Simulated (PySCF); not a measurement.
Molecule: HF5Si2, SMILES F[SiH]([Si](F)(F)F)F, singlet. Atoms near the plane z = 0.0 Å, at the B3LYP/def2-SVP optimised geometry (x, y, z in Å): Si4 (-0.6, -0.8, 0.0), F5 (-1.1, 0.8, 0.0), F7 (1.1, -0.8, 0.0).

Calculation: PySCF with B3LYP/def2-TZVP. Cells within 0.4 Å of a nucleus heavier than hydrogen are left out (blank, or x). The values are rescaled to run from 0 to 1.

```
|44444444444444444444444444444|
|44444444444444444444444444444|
|44444444444444444444444444444|
|44444444444444444444444444444|
|44444444444444444444444444444|
|44444444444444444444444444444|
|44444444555544444444444444444|
|44444445555555444444444444444|
|44444455677655544444444444444|
|44444556888975544444444444444|
|444445578xxx86554444444444444|
|444445575xxx86554444444444444|
|444445578xx086555555544444444|
|44444556775665555555554444444|
|44444455566665555676555444444|
|44444455557999656888865544444|
|44444445569xx99570xx875544444|
|44444445579xxx966xxx675544444|
|44444445569xxx957xxx875544444|
|44444445558999657878865544444|
|44444445555565555677655444444|
|44444445555555555555554444444|
|44444444555555555555544444444|
|44444444445544444444444444444|
|44444444444444444444444444444|
|44444444444444444444444444444|
|44444444444444444444444444444|
|44444444444444444444444444444|
|44444444444444444444444444444|
```
Scale: ten equal steps from 0.000 (start of '0') to 1.00 (end of '9'), in the order '0123456789'; x runs from -3.50 to 3.50, y from -3.50 (bottom) to 3.50 (top).

### Question
Which quantity is mapped?
(A) electrostatic potential
(B) Laplacian of the electron density
(C) an orbital amplitude
(D) deformation density (molecule minus spherical neutral atoms)

### Answer
B, Laplacian of the electron density. In full: Laplacian of the electron density (e/bohr⁵), clipped to [-1.50, 1.50].
